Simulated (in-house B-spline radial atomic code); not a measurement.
Relativistic effects in neutral ruthenium, [Kr] 4d7 5s1: non-relativistic Hartree-Fock (point nucleus) against Dirac-Hartree-Fock (Fermi nucleus of rms radius 4.4809 fm), both averages of the configuration, computed with a radial B-spline atomic code at the basis-set limit.

```csv
orbital,ε NR (Eh),ε Dirac (Eh),<r> NR (bohr),<r> Dirac (bohr),change of <r> (%)
1s1/2,-795.53,-817.7,0.03462,0.03343,-3.5
2s1/2,-115.17,-120.48,0.1506,0.145,-3.7
2p1/2,-106.25,-110.95,0.1292,0.1237,-4.3
2p3/2,-106.25,-106.11,0.1292,0.1284,-0.6
3s1/2,-21.427,-22.482,0.412,0.4,-2.9
3p1/2,-17.862,-18.732,0.4062,0.3939,-3.0
3p3/2,-17.862,-17.882,0.4062,0.4041,-0.5
3d3/2,-11.357,-11.296,0.3826,0.3811,-0.4
3d5/2,-11.357,-11.132,0.3826,0.3845,+0.5
4s1/2,-3.2692,-3.4529,1.055,1.028,-2.6
4p1/2,-2.1134,?,1.15,?,?
4p3/2,-2.1134,-2.112,1.15,1.147,-0.3
4d3/2,-0.40112,-0.38973,1.632,1.64,+0.5
4d5/2,-0.40112,?,1.632,?,?
5s1/2,-0.20942,-0.2232,3.877,3.697,-4.6
```

Question: What happens to 4p1/2?

Answer: Its energy goes to -2.2436 hartree and <r> to 1.118 bohr (-2.79 %).

Question: What happens to 4d5/2?

Answer: Its energy goes to -0.37671 hartree and <r> to 1.665 bohr (+2.04 %).

Question: What explains the pattern of contraction and expansion?

Answer: Expansion is seen in 3d5/2, 4d3/2, 4d5/2. The s and p1/2 orbitals contract directly, screen the nucleus better, and so push out orbitals that have little density near the nucleus; spin-orbit coupling adds to this for j = l + 1/2 and opposes it for j = l - 1/2.

Question: By how much does the total energy change?

Answer: By -87.813 hartree, from -4441.456 to -4529.269.
